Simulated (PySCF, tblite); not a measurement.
A set of runs on `COC(=O)P(C)CSC`; the geometry of each is named by its level. Settings lines and outputs come from a driver script.

C5H11O2PS.
Bonds: C1–O2, O2–C3, C3–O4 (double), C3–P5, P5–C6, P5–C7, C7–S8, S8–C9. Hydrogens: H10, H11, H12 on C1; H13, H14, H15 on C6; H16, H17 on C7; H18, H19, H20 on C9.

Step 1: GFN2-xTB geometry optimisation, gas phase (tblite 0.8.0) (from a force-field or distance-geometry start)
```json
{"job": {"kind": "relax", "xc": "GFN2-xTB", "basis": "xTB"}, "charge": 0, "multiplicity": 1}
```
```
step      E/eV     max force
  0    -821.60648    1.689
  1    -821.69311    1.185
  2    -821.72286    1.113
...
 83    -821.82117    0.016
 84    -821.82123    0.020
 85    -821.82129    0.019
 86    -821.82132    0.010
 87    -821.82134    0.009
```

Energy lowered by 5.0 kcal/mol over 87 steps; largest atomic force 0.009 eV/Å at the end. «max force» is the largest atomic force in eV/Å.

On one thread, Arm Neoverse V1 (aarch64), on a shared host, this took 0.81 s wall.

Step 2: GFN2-xTB harmonic vibrations, gas phase (tblite 0.8.0) (on the GFN2-xTB geometry)
```json
{"job": {"kind": "ir", "xc": "GFN2-xTB", "basis": "xTB"}, "charge": 0, "multiplicity": 1}
```
```
(table of modes left out)
```

54 modes from 29 to 3066 cm⁻¹ (unscaled, harmonic); zero-point energy 95.5 kcal/mol; all wavenumbers are real at this level.

On one thread, Arm Neoverse V1 (aarch64), shared host, this took 0.94 s of wall time.

Step 3: PBE0-D3(BJ)/def2-SVP geometry optimisation, gas phase (PySCF 2.14.0) (from the GFN2-xTB geometry)
```json
{"job": {"xc": "PBE0", "basis": "def2-SVP", "d3": "d3bj", "grid": 1, "shake": 0.01, "kind": "geom"}, "charge": 0, "multiplicity": 1}
```
```
step   0  E = -1086.00791379  max force = 0.031868
step   1  E = -1086.01294006  max force = 0.014595
step   2  E = -1086.01164514  max force = 0.016450
step   3  E = -1086.01311703  max force = 0.005494
...
step  11  E = -1086.01376723  max force = 0.000401
step  12  E = -1086.01378577  max force = 0.000427
step  13  E = -1086.01380790  max force = 0.000535
step  14  E = -1086.01381529  max force = 0.000417
optimisation converged
```

Final energy -1086.01382 Eh after 14 steps; dipole 2.56 D. Energies in Eh; «max force» is the largest Cartesian gradient component in Eh/bohr.

On one thread, Arm Neoverse V1 (aarch64), no GPU, shared host with 32 logical CPUs at a one-minute load of 22, this took 5.4 min and 0.83 GiB of memory at its peak.

Step 4: TDDFT B3LYP/def2-SVPD, vertical, gas phase, core orbitals frozen in the response (PySCF 2.14.0, density-fitted response routines) (on the PBE0-D3(BJ)/def2-SVP geometry)
```json
{"job": {"kind": "uv", "xc": "B3LYP", "basis": "def2-SVPD", "ip": true}, "charge": 0, "multiplicity": 1}
```
```
...
Static polarisability (au): isotropic 119.885, principal 93.976 111.384 154.296
Singlet excitations
state   eV       nm        f      main configurations
  1   4.7601    260.5   0.00114   H->L 0.94
  2   5.1657    240.0   0.05882   H-1->L 0.79, H-2->L 0.12
  3   5.4198    228.8   0.00642   H->L+1 0.89
  4   5.7032    217.4   0.00490   H->L+2 0.71, H->L+4 0.15, H->L+3 0.09
  5   5.9275    209.2   0.05452   H-2->L 0.78, H-1->L 0.14
  6   6.0074    206.4   0.00767   H->L+3 0.64, H->L+4 0.26
  7   6.0610    204.6   0.00646   H->L+4 0.37, H->L+5 0.26, H->L+3 0.20
  8   6.2364    198.8   0.00574   H-1->L+2 0.54, H-1->L+1 0.36
  9   6.3914    194.0   0.00405   H-1->L+1 0.53, H-1->L+2 0.35
 10   6.4107    193.4   0.00778   H->L+5 0.56, H->L+4 0.16, H->L+2 0.10
Triplet excitations (Tamm-Dancoff, eV): 4.3370 4.6235 5.1570 5.3366
Vertical ionisation energy (delta-SCF) = 8.3430 eV
```

HOMO -6.25 eV, LUMO -0.69 eV; lowest singlet 4.76 eV; lowest triplet 4.34 eV (Tamm–Dancoff); mean polarisability 119.9 au.

Hardware: one thread of an Arm Neoverse V1, on a shared host. Cost: 4.9 min of wall time, 1.2 GiB resident at most.

Geometry of the electronic-property runs (PBE0-D3(BJ)/def2-SVP):
```
atom  x, y, z in Å
C1    -3.7570    0.1679   -0.7583
O2    -2.5980    0.5338   -0.0234
C3    -1.6180   -0.3757    0.0168
O4    -1.6752   -1.4436   -0.5344
P5    -0.2285    0.1815    1.1205
C6    -0.0140    1.9229    0.5512
C7     1.1207   -0.6844    0.1883
S8     2.6844   -0.4334    1.0649
C9     3.8220   -1.1127   -0.1581
H10   -4.2117   -0.7424   -0.3409
H11   -4.4520    1.0113   -0.6758
H12   -3.5085   -0.0198   -1.8131
H13    0.0553    2.0104   -0.5433
H14   -0.8626    2.5212    0.9100
H15    0.9106    2.3114    1.0025
H16    1.1946   -0.2999   -0.8432
H17    0.8475   -1.7508    0.1438
H18    4.8349   -1.0058    0.2549
H19    3.6254   -2.1801   -0.3396
H20    3.7680   -0.5603   -1.1087
```

 (This holds for the electronic-property runs.)

One conformer stands for the species.
